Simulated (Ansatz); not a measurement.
Computed with Ansatz on PBE0-D4/def2-TZVP structures; ΔE is electronic, products minus reactants. CCSD(T)/CBS adds triple-zeta CCSD(T) − MP2 to the extrapolated MP2 energy (def2 sets, frozen cores). This one scheme is used for every species. DFT in def2-TZVPP. HSE06 is defined as in plane-wave codes. For Ga outer-core shells are correlated without core-valence functions, which leaves a few kJ/mol of doubt a bond. Scalar relativity is left out up to krypton. One conformer a species, not always the lowest.

Reaction (ligand exchange at the Si–C bond): `C[Si](C)(C)[CH2][Ga]([Cl])[Cl]` + `NN` → `C[Si](C)(C)NN` + `[CH3][Ga]([Cl])[Cl]`

Problem. Is it downhill or uphill in electronic energy at CCSD(T)/CBS, and by how much? (Estimate.)

Solution. The calculation gave: Downhill: ΔE = -7.3 kcal/mol.

Problem. What do these levels give: PBE0-D4, HSE06-D4, ωB97M-V, B2PLYP, PBE0, BHLYP, LC-ωPBE, MP2/def2-SVP, SCS-MP2/def2-TZVPP, CCSD/def2-TZVPP, CCSD(T)/def2-TZVPP, MP2/def2-QZVPP? (Best estimate.)

Solution. Computed: PBE0-D4 -7.1, HSE06-D4 -7.1, ωB97M-V -8.5, B2PLYP -9.8, PBE0 -8.8, BHLYP -11.3, LC-ωPBE -9.3, MP2/def2-SVP -7.5, SCS-MP2/def2-TZVPP -7.8, CCSD/def2-TZVPP -7.9, CCSD(T)/def2-TZVPP -7.3, MP2/def2-QZVPP -7.1 kcal/mol.

Largest T1 diagnostic among the species: 0.011.

The D4 term adds +2.7 kcal/mol with B3LYP and +1.7 kcal/mol with PBE0; it sums over pairs of atoms, weighted by their polarisabilities, and B3LYP, whose exchange is more repulsive, gets the larger term. Leaving LDA and LC-ωPBE aside and taking each functional with its dispersion term where it has one, the values, not all of them listed here, spread over 3.1 kcal/mol, from B2PLYP to revPBE-D4. In def2-TZVPP, CCSD(T) changes the Hartree–Fock value by +4.4 kcal/mol (the triples alone add +0.7 kcal/mol) and MP2 by +4.7 kcal/mol.

B3LYP here is the variant with VWN-RPA as its local correlation; programs differ in this.
